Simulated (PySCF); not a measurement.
An EPR job on `Cc1c[c]ccc1` [radical].

Computed with UKS B3LYP, pcH-1 on C H, non-relativistic, mean-field spin-orbit, GIAO (PySCF 2.14.0). Geometry: GFN2-xTB. A driver script takes a list of jobs; this job's settings line and coordinates (Å) are shown.

Command:
```bash
OMP_NUM_THREADS=1 python probes_run.py task.json out
```

Input:
```
{"job": {"kind": "epr", "basis": "pcH-1"}, "charge": 0, "multiplicity": 2}
C      2.038917     0.361378     0.254656
C      0.600173     0.000330     0.042537
C      0.233053    -1.329313    -0.193579
C     -1.088563    -1.610517    -0.359911
C     -2.097792    -0.694431    -0.312809
C     -1.732815     0.628893    -0.072811
C     -0.401313     0.960396     0.099082
H      2.285601     0.299540     1.315201
H      2.695622    -0.317643    -0.283976
H      2.234362     1.378405    -0.077981
H      0.992178    -2.096924    -0.238223
H     -3.133323    -0.964797    -0.453243
H     -2.495708     1.393057    -0.023058
H     -0.131068     1.991153     0.281948
```

Q: What does the run print?

A: 
```
UKS, coarse grid
  cycle   1  E = -270.84977558  |g| = 2.92e-01
  cycle   2  E = -270.84940219  |g| = 3.04e-01
  cycle   3  E = -270.89731376  |g| = 3.62e-02
  cycle   4  E = -270.89728041  |g| = 3.85e-02
  cycle   5  E = -270.89815193  |g| = 5.62e-03
  cycle   6  E = -270.89817532  |g| = 3.41e-03
  cycle   7  E = -270.89818608  |g| = 1.42e-03
  cycle   8  E = -270.89819090  |g| = 8.81e-04
UKS, final grid
  cycle   1  E = -270.89821831  |g| = 1.45e-03
  cycle   2  E = -270.89821523  |g| = 2.88e-03
  cycle   3  E = -270.89821994  |g| = 2.18e-04
  cycle   4  E = -270.89822012  |g| = 2.10e-04
  cycle   5  E = -270.89822020  |g| = 5.49e-05
  cycle   6  E = -270.89822020  |g| = 1.56e-05
E = -270.89822020 Eh   <S^2> = 0.7568 (exact 0.7500)
g shifts (ppm)      1          2          3
  rmc          -163       -163       -163
  gc             30         11        -26
  oz_so        -646        -37        938
  total        -780       -189        749
hyperfine (MHz)  atom isotope    a_iso     a_fc   dipolar eigenvalues
    0   13C       4.42       4.42     -1.18     -1.12      2.30
    1   13C      46.50      46.50     -6.60     -2.46      9.06
    2   13C      13.67      13.67    -13.86     -2.35     16.21
    3   13C     393.48     393.48    -79.06    -62.77    141.83
    4   13C      14.01      14.01    -13.89     -2.37     16.26
    5   13C      50.00      50.00     -6.33     -2.22      8.55
    6   13C      -7.35      -7.35     -6.19      2.22      3.97
    7    1H       2.27       2.27     -1.39     -0.84      2.23
    8    1H       0.71       0.71     -1.59     -0.88      2.47
    9    1H       4.03       4.03     -1.26     -0.72      1.97
   10    1H      57.76      57.76     -6.88     -5.67     12.55
   11    1H      55.36      55.36     -6.88     -5.67     12.55
   12    1H      16.25      16.25     -3.08     -2.26      5.34
   13    1H       6.13       6.13     -1.58      0.32      1.25
```

rmc, gc and oz_so are the mass-correction, gauge-correction and orbital-Zeeman/spin–orbit parts of the g shift along its three principal axes; a_iso is the isotropic hyperfine coupling and a_fc its Fermi-contact part. The program numbers atoms from 0.

Q: How far is ⟨S²⟩ from the pure-spin value?

A: S = 0.5 gives S(S+1) = 0.75; the run has 0.7568, 0.0068 more.

Summary of the converged run: ⟨S²⟩ 0.757; g_iso 2.0022.

Isolated species at its GFN2-xTB geometry, gas phase. GFN2-xTB frequencies show an imaginary mode (46i cm⁻¹), so this geometry is no minimum at that level.

Q: How long does this job take on one thread, AMD EPYC 7B13 (x86_64), no GPU (shared host)? And the peak memory of the process?

A: About 37 s (density and orbital grids were written too), with 0.97 GiB resident at the peak, the Python interpreter and its libraries included.
Labels such as C1 count atoms from 1, the log's own numbers from 0.
